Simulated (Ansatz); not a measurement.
A structure relaxed at r2SCAN-D4/def2-SVP in Ansatz, charge 1, singlet:

Cartesian coordinates in Å:
```
Li 0.314 1.777 1.817
Ag -0.185 0.934 -2.431
Ag -0.285 -0.096 0.018
Ag -0.161 -0.926 2.533
Ag 1.099 -2.311 0.520
Ag -1.424 2.266 -0.370
Ag 0.643 -1.644 -2.087
```

Question: Give its formula and point group.

Answer: LiAg6⁺. Point group Cs (tolerance 0.1 Å).

Question: Summarise the bond lengths by kind (pairs closer than 1.2 times the sum of covalent radii, bridged metal pairs left out).

Answer: 9 × Ag–Ag 2.65 to 2.77 Å; 3 × Ag–Li 2.67 to 2.84 Å.

In the def2 sets Ag takes a core potential; there is no spin–orbit coupling. The restricted singlet is unstable towards broken spin symmetry in Hartree–Fock (as tested in another run); at r2SCAN-D4/def2-SVP this wasn't settled. Another isomer (singlet) lies 0.49 eV lower at PBE0-D4/def2-TZVP; other spin states weren't run for this one.
